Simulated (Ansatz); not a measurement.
Tetraphenylphosphonium pentafluorobenzenesulfonate, `O=S(=O)([O-])c1c(F)c(F)c(F)c(F)c1F.c1ccc([P+](c2ccccc2)(c2ccccc2)c2ccccc2)cc1`. The state is a singlet with charge 0. Geometry PBE-D4/def2-SVP, basis def2-SVP, Ansatz.

```xyz
60

O    -0.391    4.365   -1.211
S    -0.402    3.178   -0.330
O    -1.566    3.038    0.599
O    -0.072    1.879   -1.039
C     1.067    3.416    0.766
C     0.964    3.831    2.102
F    -0.211    4.056    2.694
C     2.108    3.965    2.910
F     1.983    4.288    4.206
C     3.381    3.735    2.372
F     4.470    3.853    3.140
C     3.505    3.345    1.029
F     4.721    3.119    0.512
C     2.354    3.214    0.238
F     2.536    2.845   -1.037
C     3.078   -1.872   -3.101
C     2.668   -0.537   -2.949
C     1.563   -0.215   -2.150
C     0.871   -1.253   -1.486
P    -0.560   -0.851   -0.430
C    -0.017    0.023    1.061
C     1.363    0.081    1.344
C     1.795    0.568    2.584
C     0.860    1.017    3.530
C    -0.510    0.971    3.238
C    -0.957    0.461    2.012
C    -1.174   -2.450    0.240
C    -0.486   -3.036    1.325
C    -0.911   -4.266    1.843
C    -2.028   -4.916    1.293
C    -2.721   -4.330    0.224
C    -2.299   -3.100   -0.305
C    -1.911   -0.214   -1.460
C    -2.061   -0.822   -2.724
C    -3.136   -0.455   -3.547
C    -4.053    0.513   -3.111
C    -3.885    1.126   -1.859
C    -2.816    0.771   -1.026
C     1.277   -2.596   -1.637
C     2.380   -2.900   -2.449
H     3.947   -2.114   -3.733
H     3.214    0.272   -3.457
H     1.230    0.828   -2.019
H     2.097   -0.251    0.597
H     2.871    0.613    2.803
H     1.203    1.428    4.492
H    -1.244    1.345    3.966
H    -2.034    0.404    1.809
H     0.379   -2.523    1.771
H    -0.369   -4.716    2.689
H    -2.364   -5.879    1.707
H    -3.605   -4.828   -0.203
H    -2.853   -2.642   -1.136
H    -1.331   -1.568   -3.076
H    -3.246   -0.920   -4.538
H    -4.891    0.808   -3.761
H    -4.576    1.917   -1.532
H    -2.640    1.337   -0.098
H     0.736   -3.405   -1.125
H     2.694   -3.948   -2.568
```

```json
{"run": "A", "HOMO (eV)": "-6.74", "LUMO (eV)": "-1.76"}
{"run": "B", "HOMO (eV)": "-6.42", "LUMO (eV)": "-1.78"}
{"run": "C", "HOMO (eV)": "-4.62", "LUMO (eV)": "-2.33"}
{"run": "D", "HOMO (eV)": "-4.81", "LUMO (eV)": "-2.56"}
{"run": "E", "HOMO (eV)": "-5.24", "LUMO (eV)": "-2.51"}
{"run": "F", "HOMO (eV)": "-5.83", "LUMO (eV)": "-2.21"}
```

Single mean-field runs in def2-SVP are fitted with def2-universal-jkfit. In the singlet geometry the species has come apart into loosely held pieces.

The runs used BLYP, PBE, PBE0, r2SCAN, r2SCAN0, r2SCANh. Estimate which is which.

A r2SCAN0 (25 % exact exchange); B PBE0 (25 % exact exchange); C BLYP (0 % exact exchange); D PBE (0 % exact exchange); E r2SCAN (0 % exact exchange); F r2SCANh (10 % exact exchange). Exact exchange lowers occupied and raises empty levels; among semilocal functionals meta-GGAs tend to open the gap a little, and such runs are hard to tell apart. The gap grows from 2.25 eV (PBE) to 4.98 eV (r2SCAN0).
